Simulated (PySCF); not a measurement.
# SnF₃ + 3 HCl → SnCl₃ + 3 HF

Level: PBE0 in the def2-SVP basis family, computed in PySCF with density fitting; scalar-relativistic core potentials for atoms from Rb on, none lighter, no spin–orbit coupling; open shells unrestricted.

```json
{"species": "SnF₃", "state and structure": "doublet, C3v, Sn–F 1.935 Å (×3); F–Sn–F 106.0° (×3)", "E (Eh)": "-513.35263", "ZPE (kJ/mol)": "14.2", "H(298 K) − H(0) (kJ/mol)": "16.0", "S° (J/(mol K))": "316.1"}
{"species": "HCl", "state and structure": "singlet, C∞v, H–Cl 1.285 Å", "E (Eh)": "-460.50213", "ZPE (kJ/mol)": "18.0", "H(298 K) − H(0) (kJ/mol)": "8.7", "S° (J/(mol K))": "186.7"}
{"species": "SnCl₃", "state and structure": "doublet, C3v, Sn–Cl 2.362 Å (×3); Cl–Sn–Cl 107.8° (×3)", "E (Eh)": "-1594.13013", "ZPE (kJ/mol)": "8.3", "H(298 K) − H(0) (kJ/mol)": "18.4", "S° (J/(mol K))": "351.5"}
{"species": "HF", "state and structure": "singlet, C∞v, H–F 0.920 Å", "E (Eh)": "-100.25837", "ZPE (kJ/mol)": "24.9", "H(298 K) − H(0) (kJ/mol)": "8.7", "S° (J/(mol K))": "173.6"}
```

Problem. What is the electronic reaction energy?

Solution. At PBE0/def2-SVP, ΔE = -121.4 kJ/mol from the differences of the total energies times 2625.5, downhill. 

Problem. Add zero-point, thermal and entropy terms for 298.15 K and 1 bar.

Solution. ΔZPE = 14.8 and Δ[H(298) − H(0)] = 2.4 kJ/mol give ΔH° = -104.2 kJ/mol. ΔS° = -3.9 J/(mol K), so ΔG° = -104.2 − 298.15 × (-0.0039) = -103 kJ/mol and log₁₀K = 18.1.

Only the bonding shown was studied: isomers, or loss of a ligand pair, can lie lower.
